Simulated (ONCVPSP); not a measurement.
An all-electron radial function and its pseudo partner (Tm)

Columns: radius, all-electron u(r) and pseudo u(r) of the 4f shell (level -3.14 eV) of thulium in the configuration [Kr] 4d10 4f13 5s2 5p6 6s2; PBEsol, scalar-relativistic, ONCV scheme, ONCVPSP 4.0.1.

| r (bohr) | all-electron | pseudo |
| --- | --- | --- |
| 0.105 | 0.1260 | 0.0099 |
| 0.210 | 0.5510 | 0.1282 |
| 0.315 | 0.9232 | 0.4644 |
| 0.420 | 1.1028 | 0.9213 |
| 0.525 | 1.1294 | 1.2480 |
| 0.630 | 1.0732 | 1.2986 |
| 0.735 | 0.9820 | 1.1445 |
| 0.840 | 0.8815 | 0.9476 |
| 0.945 | 0.7839 | 0.7979 |
| 1.050 | 0.6943 | 0.6952 |
| 1.155 | 0.6142 | 0.6142 |
| 1.260 | 0.5436 | 0.5436 |
| 1.365 | 0.4817 | 0.4817 |
| 1.470 | 0.4278 | 0.4278 |
| 1.575 | 0.3807 | 0.3807 |
| 1.680 | 0.3396 | 0.3396 |
| 1.785 | 0.3038 | 0.3038 |
| 1.890 | 0.2724 | 0.2724 |
| 1.995 | 0.2448 | 0.2448 |
| 2.100 | 0.2206 | 0.2206 |
| 2.205 | 0.1993 | 0.1993 |
| 2.310 | 0.1805 | 0.1805 |
| 2.415 | 0.1639 | 0.1639 |
| 2.520 | 0.1491 | 0.1491 |
| 2.625 | 0.1360 | 0.1360 |
| 2.730 | 0.1243 | 0.1243 |

**Question.** How many radial nodes do the two functions have?

**Answer.** The all-electron 4f function has n − l − 1 = 0; the pseudo-wave has 0.

**Question.** At about which radius was the pseudo-wave matched?

**Answer.** 1.15 bohr, where the columns begin to agree (steps of 0.10 bohr).

**Question.** Is the pseudo-wave norm-conserving?

**Answer.** Yes: the ONCV scheme keeps the norm inside the radius equal to the all-electron one, which fixes the energy derivative of the logarithmic derivative at the level.
